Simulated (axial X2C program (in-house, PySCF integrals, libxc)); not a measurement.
## SbH: properties at the nuclei

Calculated with an in-house all-electron X2C program for linear molecules (integrals from PySCF): two-component X2C with atomic mean-field Coulomb and Gaunt terms, Gaussian nuclei, basis Sb dyall-cv3z, H dyall-v3z with contracted cores.

R = 1.719 Å (near the PBE0 minimum at charge 0 of the determinant lowest at the starting distance; the state shown can have its own minimum elsewhere).

Determinant lowest in the PBE0 search, Ω = 1 (⟨Sz⟩ = 1.00, ⟨Lz⟩ = 0.00 at PBE0), spin on the atoms Sb 1.04, H -0.04:

```json
{"level": "PBE0", "Eeff magnitude (GV/cm)": "0.204", "Ws magnitude Sb (kHz)": "0.0736", "A∥/gI Sb (MHz)": "-973", "qzz Sb (a.u.)": "-1.89", "A∥/gI H (MHz)": "-7.81", "qzz H (a.u.)": "0.11", "μ (D)": "-0.19"}
{"level": "HF", "Eeff magnitude (GV/cm)": "2.38", "Ws magnitude Sb (kHz)": "1.35", "A∥/gI Sb (MHz)": "-831", "qzz Sb (a.u.)": "-1.70", "A∥/gI H (MHz)": "-11", "qzz H (a.u.)": "0.11", "μ (D)": "-0.12"}
{"level": "r2SCAN", "Eeff magnitude (GV/cm)": "1.01", "Ws magnitude Sb (kHz)": "0.537", "A∥/gI Sb (MHz)": "-1040", "qzz Sb (a.u.)": "-1.94", "A∥/gI H (MHz)": "-8.98", "qzz H (a.u.)": "0.11", "μ (D)": "-0.17"}
{"level": "LDA", "Eeff magnitude (GV/cm)": "0.901", "Ws magnitude Sb (kHz)": "0.57", "A∥/gI Sb (MHz)": "-946", "qzz Sb (a.u.)": "-2.20", "A∥/gI H (MHz)": "-5.99", "qzz H (a.u.)": "0.11", "μ (D)": "-0.14"}
{"level": "B3LYP", "Eeff magnitude (GV/cm)": "0.515", "Ws magnitude Sb (kHz)": "0.338", "A∥/gI Sb (MHz)": "-882", "qzz Sb (a.u.)": "-1.74", "A∥/gI H (MHz)": "-6.16", "qzz H (a.u.)": "0.11", "μ (D)": "-0.26"}
```

Determinant 0.48 eV from it at PBE0 and this distance, Ω = 0 (closed shell), highest spinor 96% Sb p, 2% H p:

| level | qzz Sb (a.u.) | qzz H (a.u.) | μ (D) |
| --- | --- | --- | --- |
| PBE0 | -1.41 | 0.11 | -0.20 |
| HF | -1.40 | 0.11 | -0.16 |
| r2SCAN | -1.37 | 0.11 | -0.18 |
| LDA | -1.61 | 0.11 | -0.16 |
| B3LYP | -1.29 | 0.11 | -0.28 |

Eeff is the effective electric field on the electron electric dipole moment in this Ω state and Ws the scalar–pseudoscalar constant of the nucleus named (defined with the proton number Z and per Ω); A∥ (defined per Ω) follows by multiplying with gI = μI/(I μN); qzz is the electric field gradient, eQq0 = 234.96 MHz × Q/barn × qzz; μ is positive if the H end (last atom) is positive. The operators were transformed with the bare-nucleus X2C matrices; with these basis sets, hyperfine constants and field gradients can be off by tens of per cent, and where levels differ in sign neither size nor sign is settled.

Problem. With gI(121Sb) = 1.3454, Q(121Sb) = -0.543 barn, gI(1H) = 5.5857 (g factors from the IAEA table of nuclear moments by Stone; Q from Pyykkö, Mol. Phys. 2018), turn the PBE0 values of the first state into constants in MHz.

Solution. A∥(121Sb) = -973 × 1.3454 = -1310 MHz; eQq0(121Sb) = 234.96 × (-0.543) × (-1.89) = 241 MHz; A∥(1H) = -7.81 × 5.5857 = -43.6 MHz.

Each state is one determinant with collinear spin, which with several unpaired electrons need not be a pure state. Unrestricted Hartree–Fock can overshoot spin polarisation at the nuclei. In the state Ω = 1 the sign of Eeff differs between levels (LDA, B3LYP against PBE0). A closed determinant beside an open π² or δ² triplet, such as (π1/2)², mixes with its partner pair into the 0⁺ component of the triplet and ¹Σ⁺, so its energy is not that of a level, and 0⁺ can lie lowest. With several open shells hyperfine constants can be off by a factor of several. Where Eeff spreads by more than a factor of two the levels disagree and none is to be relied on. Open-shell Ω = 0 determinants with evenly filled partner blocks cannot be reached by this program, so the Ω shown need not be the lowest component. States lie within half an eV, so the first need not be the ground state. The sign of Ws at Sb differs between levels in the first state. Further determinants of the search, some of them spin-mixed, are not shown. PBE0 term energies can be off by some tenths of an eV.
